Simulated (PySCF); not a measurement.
## How well do the runs reproduce experiment for C4H4Se?

**What was measured.**

NIST CCCBDB Release 22 (SRD 101), experimental dipoles lists, for the gas: dipole moment 0.398 ± 0.01 D.

The results are set against them at the end.

Compound: C4H4Se.
Numbering: `[cH:1]1[cH:2][cH:3][se:4][cH:5]1` (hydrogens: H6 on C1; H7 on C2; H8 on C3; H9 on C5)

Structure used (LC-wPBE/def2-SVP), in Å, numbered top down from 1:
```
atom  x, y, z in Å
C1     0.7170   -0.1450   -0.6728
C2    -0.7058    0.0181   -0.6961
C3    -1.2686    0.1958    0.5277
Se4   -0.0096    0.1742    1.8683
C5     1.2650   -0.0938    0.5692
H6     1.3125   -0.2971   -1.5750
H7    -1.2909    0.0015   -1.6175
H8    -2.3269    0.3384    0.7452
H9     2.3204   -0.1930    0.8219
```

Runs made with PySCF (gas phase, on this LC-wPBE/def2-SVP geometry; no spin–orbit coupling):

| level | job | basis functions | wall time |
| --- | --- | --- | --- |
| LC-wPBE/def2-SVP, grid level 1 | geometry optimisation from a GFN2-xTB start | 108 | 57 s |

Hardware: an Arm Neoverse V1 with one thread, on a shared host.

**Comparison with experiment**

**Dipole moment.** Measured: 0.398 D (NIST CCCBDB Release 22 (SRD 101), experimental dipoles).

| level | computed (D) | computed − measured (D) | % (from the printed values) |
| --- | --- | --- | --- |
| LC-wPBE/def2-SVP | 0.325 | -0.073 | -18 |

The computed dipoles belong to one fixed geometry; measured ones are averaged over vibrations unless marked μe. Magnitudes are compared, not signs.

The geometry is computed, not the measured one. Where a level misses, the cause wasn't examined.
